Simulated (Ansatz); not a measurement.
Correlation energies of `[Br][Sn][Br]` by basis set

Z-matrix (Å, degrees):
```
Sn
Br 1 2.519
Br 1 2.519 2 99.3
```

Total charge 0; spin multiplicity 1. Correlated methods include outer-core shells of Br, Sn, which these sets cover unevenly. Scalar relativity is left out up to krypton. Sn: def2 effective core potential. The structure was optimised at the PBE0-D4/def2-TZVP level. Frozen core, restricted reference, Ansatz 0.2.0.

```
     basis      HF (Eh)  MP2 corr.
  def2-SVP  -5357.67076   -0.54299
def2-TZVPP  -5358.31243   -0.84467
def2-QZVPP  -5358.41307   -1.69556
```

Problem. Estimate the CCSD correlation energy and the (T) correction in each basis where they were run (hartree).

Solution. 
```json
{"basis": "def2-SVP", "CCSD corr.": "-0.55342", "(T)": "-0.01411"}
{"basis": "def2-TZVPP", "CCSD corr.": "-0.84334", "(T)": "-0.02907"}
```
